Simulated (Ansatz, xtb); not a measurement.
**Relaxing a trial structure of BClFGeH**

The starting geometry of this gas-phase singlet was built from a drawn formula by distance geometry; its bonds are those of `F/[B]=[GeH]\[Cl]`.

| atom | x (Å) | y (Å) | z (Å) |
| --- | --- | --- | --- |
| B | -0.3365 | 0.1406 | -0.2062 |
| Cl | -0.5159 | 1.2956 | -3.1973 |
| F | -1.6594 | 0.6072 | 0.4130 |
| Ge | 0.8414 | 0.0605 | -1.7193 |
| H | 2.2757 | 0.5153 | -1.6603 |

**Question.** Predict what it relaxes into with r2SCAN-D4/def2-SVP.

**Answer.** It rearranges to `F[B](Cl)[GeH]`. Distances that change by over a tenth: B1–F3 (1.53 → 1.31 Å). Contacts that open: Cl2–Ge4 (2.36 → 2.96 Å). Contacts that close: B1–Cl2 (3.21 → 1.81 Å).

The energy falls by 2.88 eV over 17 steps:

```tsv
step	E − E(last) (eV)
1	2.881
3	0.993
5	0.820
6	0.793
8	0.607
10	0.260
12	0.017
13	0.004
15	0.000
17	0.000
```

Final geometry (Å):

| atom | x (Å) | y (Å) | z (Å) |
| --- | --- | --- | --- |
| B | -0.4570 | 0.4980 | -0.9697 |
| Cl | -0.8995 | 1.4444 | -2.4503 |
| F | -1.2019 | 0.6500 | 0.1004 |
| Ge | 1.1164 | -0.5979 | -1.7350 |
| H | 2.0472 | 0.6246 | -1.3155 |

From the same start GFN2-xTB ends elsewhere, differing in Cl2–Ge4 (2.51 against 2.96 Å here).

The end wasn't checked by frequencies. Run with Ansatz 0.2.0, 2.2 min on 1 thread of AMD EPYC (Zen 3), with other jobs on the host.
